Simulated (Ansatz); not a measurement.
Tetramethylammonium triiodophenyl difluorosulfonate ester, `C[N+](C)(C)C.O=C(Oc1c(I)cc(I)cc1I)C(F)(F)S(=O)(=O)[O-]`, 38 atoms. Hardware: 2 threads of AMD EPYC 7R13 on a shared host and a share (18 GiB) of an NVIDIA H100 80GB HBM3.

In the def2 sets I takes a core potential; there is no spin–orbit coupling. Correlated methods freeze 37 core orbitals; core or outer-core shells of I are correlated, in sets that lack core-valence functions. Single mean-field runs in def2-SVP, def2-TZVP are fitted with def2-universal-jkfit.

(1) How many basis functions does each of these Ansatz runs have, and roughly what does it cost? LC-ωPBE (ω = 0.10 bohr⁻¹)/def2-SVP, charge 1 doublet at the geometry of the charge 0 singlet, energy, from earlier orbitals; PBE-D4/def2-TZVP, charge -1 doublet, energy, from earlier orbitals; LC-ωPBE (ω = 0.20 bohr⁻¹)/def2-SVP, charge 1 doublet at the geometry of the charge 0 singlet, energy, from earlier orbitals; LC-ωPBE (ω = 0.30 bohr⁻¹)/def2-SVP, charge -1 doublet at the geometry of the charge 0 singlet, energy, from earlier orbitals; LC-ωPBE (ω = 0.15 bohr⁻¹)/def2-SVP, charge -1 doublet at the geometry of the charge 0 singlet, energy, from earlier orbitals; PBE-D4/def2-TZVP, charge 1 doublet at the geometry of the charge 0 singlet, energy, from earlier orbitals; B3LYP-D4/def2-TZVP, charge 1 doublet at the geometry of the charge 0 singlet, energy, from earlier orbitals; MP2/def2-SVP, charge 0 singlet, energy, from earlier orbitals; LC-ωPBE (ω = 0.15 bohr⁻¹)/def2-SVP, charge 0 singlet, energy, from earlier orbitals; LC-ωPBE (ω = 0.20 bohr⁻¹)/def2-SVP, charge -1 doublet at the geometry of the charge 0 singlet, energy, from earlier orbitals; PBE-D4/def2-SVP, charge 0 singlet, relaxation, 49 steps; LC-ωPBE (ω = 0.20 bohr⁻¹)/def2-SVP, charge 0 singlet, energy, from earlier orbitals.

Results:

(1) Other jobs shared the machine, so times can vary by a factor of up to 3.

```csv
run,functions,fitting or Cholesky vectors,wall time,peak host memory (GiB)
"LC-ωPBE (ω = 0.10 bohr⁻¹)/def2-SVP, charge 1 doublet at the geometry of the charge 0 singlet, energy, from earlier orbitals",446,2550,23 s,1.1
"LC-ωPBE (ω = 0.20 bohr⁻¹)/def2-SVP, charge 0 singlet, energy, from earlier orbitals",446,2550,24 s,0.94
"PBE-D4/def2-TZVP, charge -1 doublet, energy, from earlier orbitals",891,2550,25 s,1.3
"LC-ωPBE (ω = 0.20 bohr⁻¹)/def2-SVP, charge -1 doublet at the geometry of the charge 0 singlet, energy, from earlier orbitals",446,2550,25 s,1
"LC-ωPBE (ω = 0.15 bohr⁻¹)/def2-SVP, charge -1 doublet at the geometry of the charge 0 singlet, energy, from earlier orbitals",446,2550,25 s,1
"LC-ωPBE (ω = 0.15 bohr⁻¹)/def2-SVP, charge 0 singlet, energy, from earlier orbitals",446,2550,25 s,0.94
"LC-ωPBE (ω = 0.30 bohr⁻¹)/def2-SVP, charge -1 doublet at the geometry of the charge 0 singlet, energy, from earlier orbitals",446,2550,26 s,1
"MP2/def2-SVP, charge 0 singlet, energy, from earlier orbitals",446,4683,26 s,1.1
"LC-ωPBE (ω = 0.20 bohr⁻¹)/def2-SVP, charge 1 doublet at the geometry of the charge 0 singlet, energy, from earlier orbitals",446,2550,29 s,1
"PBE-D4/def2-TZVP, charge 1 doublet at the geometry of the charge 0 singlet, energy, from earlier orbitals",891,2550,36 s,1.5
"B3LYP-D4/def2-TZVP, charge 1 doublet at the geometry of the charge 0 singlet, energy, from earlier orbitals",891,2550,39 s,1.6
"PBE-D4/def2-SVP, charge 0 singlet, relaxation, 49 steps",446,2550,4.2 min,0.95
```
